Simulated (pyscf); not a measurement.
Single points on ωB97X-D3(BJ)/def2-SVP structures (PySCF, gas phase). MP2 and CC: frozen core, UHF for open shells. ΔMP2 is the change of the MP2 total energy from the triple- to the quadruple-zeta basis.

**Question.** `[OH][SiH]` [singlet] + `[OH][SiH3]` → `[OH][SiH2][SiH2][OH]`
Surface: singlet. Broken: H–Si. Formed: Si–Si, H–Si. Give ΔE‡ and ΔE from CCSD(T)/def2-TZVPP + ΔMP2(QZVPP), relative to the separated reactants.

**Answer.** ΔE‡ = -0.2 kcal/mol, ΔE = -39.7 kcal/mol. Zero-point energy shifts the barrier by +1.5 kcal/mol. It is an insertion, with an imaginary mode of 377i cm⁻¹. On the reactant side the descent ends in a bound adduct, 8.3 kcal/mol under the separated species and 2.9 kcal/mol under the saddle at ωB97X-D3(BJ)/def2-TZVP. At CCSD(T) the saddle lies under the separated reactants, which points to a path from their complex (located at ωB97X-D3(BJ) alone). At ωB97X-D3(BJ)/def2-TZVP the barrier from the zero used here is -5.4 kcal/mol. HO–SiH₂–SiH₂–OH lies 35.4 kcal/mol over its isomer HO–SiH₂–O–SiH₃ (electronic energy, ωB97M-D3(BJ)/def2-TZVP). This is the saddle that the search found; another between the same sides may lie lower. The CCSD(T) − MP2 part came from Ansatz, without density fitting, on the same reference.
